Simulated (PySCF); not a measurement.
NMR data simulated for an unnamed compound:

$^{1}$H NMR (600 MHz, computed): δ 6.55 (m, 1H), 5.60 (m, 1H), 5.55 (m, 1H), 4.01 (d, 3H), 3.57 (m, 1H), 2.98 (m, 1H), 2.15 (m, 1H), 2.09 (m, 1H).

$^{13}$C{$^{1}$H} NMR (computed): δ 167.2 (C), 141.5 (CH), 127.3 (CH2), 96.5 (C), 51.3 (CH), 33.7 (CH2), 17.8 (CH).

Level of theory: PBE0/pcSseg-1 with gauge-including orbitals, geometry from GFN2-xTB, in PySCF 2.14 (relativity neglected, rapidly exchanging positions averaged, gas phase, one conformer).

Scale: TMS for $^{1}$H (31.72 ppm) and $^{13}$C (186.93 ppm) (reference shieldings calculated alike).

Q: Which of these does the molecule contain: a vinyl group CH=CH2, a tert-butyl group, a Si–H bond, a non-aromatic C=C double bond, an aldehyde, a methoxy group?

A: 
- A vinyl group CH=CH2: yes (δC 127.3, 141.5; δH 5.60 (m), 5.55 (m), 6.55 (m)).
- A tert-butyl group: no.
- A Si–H bond: yes (δH 4.01 (d)).
- A non-aromatic C=C double bond: yes.
- An aldehyde: no.
- A methoxy group: no.

The data belong to `C([C@@]1(F)[C@H](C=C)[C@H]([SiH3])C1)(=O)F`, C₇H₁₀F₂OSi; they needn't prove each group on their own.

Carbon signals by region: 1 in the far downfield region (above 160 ppm), 2 in the sp2 and nitrile region (100–160 ppm), 2 at 50–100 ppm, 2 below 50 ppm. Above 160 ppm: 167.2, carbonyl carbon.

Splittings by $^{19}$F in the carbon and heteronuclear signals aren't shown, as no couplings were computed. Shifts are as computed. Against solution values, carbons near 30 ppm lie about +3 ppm off and those near 130 ppm about +5 ppm. Of 1211 compounds with measured shifts, 218 miss one by over three times the rms of a fit or turn the order of signals round; such compounds aren't used in these exercises. Multiplicities follow the n + 1 count of equivalent neighbours, as no J values were calculated; m marks all less simple cases, F and P coupling included.
